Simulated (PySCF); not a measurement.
C₅H₁₄NSi (doublet state).
Cartesian coordinates in Å at the GFN2-xTB level; atoms count from 1:
```xyz
21
C5H14NSi angstrom
C     -3.3078    0.8002   -0.3685
C     -2.3211   -0.3602   -0.4221
C     -0.9260    0.0649    0.0261
C      0.0681   -1.1174    0.0440
C      1.4296   -0.7091    0.4615
N      2.2918   -0.1380   -0.4419
Si     3.8146    0.6049   -0.1098
H     -4.2928    0.4808   -0.7012
H     -2.9754    1.6152   -1.0081
H     -3.3946    1.1788    0.6477
H     -2.6774   -1.1672    0.2225
H     -2.2727   -0.7505   -1.4418
H     -0.9795    0.4944    1.0288
H     -0.5454    0.8381   -0.6454
H      0.1031   -1.5542   -0.9597
H     -0.3137   -1.8782    0.7297
H      1.6475   -0.5258    1.4980
H      2.0056   -0.2857   -1.3985
H      4.2625    1.0400   -1.4296
H      4.7655   -0.3325    0.5056
H      3.6092    1.7185    0.8244
```

The hyperfine couplings belong to this conformer and change with its torsions.

Identity: `C(C[CH]N[SiH3])CC` [radical].

Level of theory: UKS B3LYP, pcH-1 on C H N Si, non-relativistic, mean-field spin-orbit, GIAO (PySCF). The structure is a single GFN2-xTB conformer in the gas phase; no vibrational or solvent corrections. Couplings are sensitive to structure, and on GFN2-xTB geometries they can be far from those on DFT ones. The frame is twisted about the C5–N6 bond at this geometry (dihedral H17–C5–N6–Si7 = 11°); couplings at other torsion angles weren't computed. No stability test was run, so a lower SCF solution isn't excluded.

Principal values of hyperfine tensors in MHz (contact, dipolar and spin–orbit terms together), for some of the nuclei:

```tsv
atom	isotope	A1	A2	A3
C5	13C	32.80	33.75	246.01
C3	13C	61.94	62.04	78.08
H17	1H	-83.16	-49.13	-15.65
H16	1H	21.41	22.97	36.33
H15	1H	18.57	19.43	32.08
H20	1H	16.50	16.91	22.66
H21	1H	10.82	11.09	16.96
H18	1H	-21.31	-15.68	4.15
```

Question: Split each tensor into its isotropic and traceless parts, and turn a_iso into mT with g = 2.0028.

Answer: a_iso = (A1 + A2 + A3)/3, Ti = Ai − a_iso; 1 mT corresponds to 28.031 MHz. The tensors hold a spin–orbit part: the run splits a_iso into a_FC + a_SO, and T includes its anisotropic share.

```csv
atom,a_iso (MHz),a_FC,a_SO,a_iso (mT),T1,T2,T3
C5,104.19,104.27,-0.08,3.717,-71.38,-70.44,141.82
C3,67.35,67.36,-0.01,2.403,-5.41,-5.31,10.73
H17,-49.31,-49.33,0.02,-1.759,-33.85,0.18,33.66
H16,26.91,26.91,0.00,0.960,-5.49,-3.94,9.43
H15,23.36,23.36,0.00,0.833,-4.79,-3.93,8.72
H20,18.69,18.69,0.00,0.667,-2.19,-1.78,3.97
H21,12.96,12.96,0.00,0.462,-2.13,-1.87,4.01
H18,-10.95,-10.96,0.01,-0.391,-10.36,-4.73,15.10
```

Question: What spin density at the nucleus of H20 lies behind its contact coupling (g_N = 5.58569)?

Answer: a_FC = (2μ0/3) gₑ μB g_N μN ρ(0)/(2S·h) = 800.24 MHz × g_N × ρ(0)/(2S), with ρ in bohr⁻³. With a_FC = 18.69 MHz and 2S = 1, ρ(0) = 0.004181 bohr⁻³. In magnitude that is 1.3 % of the 1/π = 0.318 of a free hydrogen atom.

Question: C4 (13C, g_N = 1.40482) isn't in the table. Its spin density at the nucleus is -0.02063 bohr⁻³. What is its contact coupling?

Answer: By the same relation, a_FC = -23.2 MHz. Its full tensor has the principal values -25.00, -24.33, -20.23 MHz.

Question: Which nucleus of the table has the largest anisotropic coupling, and what is its form?

Answer: C5: -71.4, -70.4, 141.8 MHz, axial, in the ratio −1:−1:+2, the form that spin in one p orbital centred on that nucleus gives.

Question: What first-order splitting does C3 cause when the field lies along A1, A2 or A3 of its tensor (g taken as isotropic, no quadrupole term)?

Answer: 2 lines (I = 1/2), spaced by |A_i|/(g × 13.996): 2.21, 2.21, 2.79 mT along the axes of A1, A2 and A3.
